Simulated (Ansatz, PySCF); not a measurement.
C3H6FNSi, SMILES [C@H]1(N=C[SiH2]C1)F. Atoms are numbered in the order given.

```xyz
12

F     -1.7062    -1.5141     0.0009
C     -0.7657    -0.6423    -0.4696
C     -0.9221     0.7277     0.1952
Si     0.8438     1.3870     0.2322
C      1.4673    -0.4014     0.0328
N      0.5434    -1.2252    -0.2701
H     -0.9107    -0.5676    -1.5644
H     -1.6774     1.3509    -0.3018
H     -1.2522     0.5556     1.2331
H      1.2022     2.2545    -0.9313
H      1.2638     2.0671     1.4920
H      2.4867    -0.7975     0.1547
```
Charge 0, spin multiplicity 1.

The structure is a stationary point at PBE0-D3(BJ)/def2-SVP. The structure was generated by enumeration; whether it is a known compound was not checked. The values are those of a single conformer.

Two levels are set side by side: PBE-D3(BJ)/def2-SVP (Ansatz, a quantum-chemistry and plane-wave program) and PBE0-D3(BJ)/def2-SVP (Ansatz). Each level has its own optimised geometry; the coordinates shown are those of the second. Frequencies come from the Hessian of PySCF at each geometry. Differences are taken from unrounded values.

```
quantity                            PBE0-D3(BJ)
----------------------------------  -----------
mean bond length (Å)                      1.400
bond F1–C2 (Å)                            1.366
bond C2–C3 (Å)                            1.531
bond C2–N6 (Å)                            1.447
bond C3–Si4 (Å)                           1.885
bond Si4–C5 (Å)                           1.904
bond C5–N6 (Å)                            1.274
bond C2–H7 (Å)                            1.107
bond C3–H8 (Å)                            1.098
bond C3–H9 (Å)                            1.103
bond Si4–H10 (Å)                          1.495
bond Si4–H11 (Å)                          1.492
bond C5–H12 (Å)                           1.100
highest harmonic wavenumber (cm⁻¹)         3174
mean harmonic wavenumber (cm⁻¹)            1267
zero-point energy (kcal/mol)              54.32
```

What does PBE-D3(BJ) give, and how far is it from PBE0-D3(BJ)? (Estimate from the structure and the level; the computed values follow.)


```json
[
 {"quantity": "mean bond length (Å)", "PBE-D3(BJ)": "1.411", "PBE-D3(BJ) minus PBE0-D3(BJ)": "0.011"},
 {"quantity": "bond F1–C2 (Å)", "PBE-D3(BJ)": "1.383", "PBE-D3(BJ) minus PBE0-D3(BJ)": "0.017"},
 {"quantity": "bond C2–C3 (Å)", "PBE-D3(BJ)": "1.542", "PBE-D3(BJ) minus PBE0-D3(BJ)": "0.011"},
 {"quantity": "bond C2–N6 (Å)", "PBE-D3(BJ)": "1.459", "PBE-D3(BJ) minus PBE0-D3(BJ)": "0.012"},
 {"quantity": "bond C3–Si4 (Å)", "PBE-D3(BJ)": "1.898", "PBE-D3(BJ) minus PBE0-D3(BJ)": "0.013"},
 {"quantity": "bond Si4–C5 (Å)", "PBE-D3(BJ)": "1.917", "PBE-D3(BJ) minus PBE0-D3(BJ)": "0.012"},
 {"quantity": "bond C5–N6 (Å)", "PBE-D3(BJ)": "1.287", "PBE-D3(BJ) minus PBE0-D3(BJ)": "0.013"},
 {"quantity": "bond C2–H7 (Å)", "PBE-D3(BJ)": "1.117", "PBE-D3(BJ) minus PBE0-D3(BJ)": "0.010"},
 {"quantity": "bond C3–H8 (Å)", "PBE-D3(BJ)": "1.106", "PBE-D3(BJ) minus PBE0-D3(BJ)": "0.008"},
 {"quantity": "bond C3–H9 (Å)", "PBE-D3(BJ)": "1.111", "PBE-D3(BJ) minus PBE0-D3(BJ)": "0.008"},
 {"quantity": "bond Si4–H10 (Å)", "PBE-D3(BJ)": "1.506", "PBE-D3(BJ) minus PBE0-D3(BJ)": "0.011"},
 {"quantity": "bond Si4–H11 (Å)", "PBE-D3(BJ)": "1.503", "PBE-D3(BJ) minus PBE0-D3(BJ)": "0.011"},
 {"quantity": "bond C5–H12 (Å)", "PBE-D3(BJ)": "1.109", "PBE-D3(BJ) minus PBE0-D3(BJ)": "0.009"},
 {"quantity": "highest harmonic wavenumber (cm⁻¹)", "PBE-D3(BJ)": "3086", "PBE-D3(BJ) minus PBE0-D3(BJ)": "-88"},
 {"quantity": "mean harmonic wavenumber (cm⁻¹)", "PBE-D3(BJ)": "1218", "PBE-D3(BJ) minus PBE0-D3(BJ)": "-49"},
 {"quantity": "zero-point energy (kcal/mol)", "PBE-D3(BJ)": "52.23", "PBE-D3(BJ) minus PBE0-D3(BJ)": "-2.09"}
]
```

Exact exchange shortens and stiffens bonds; PBE has none. Differences between two approximate levels are no errors against the true value.
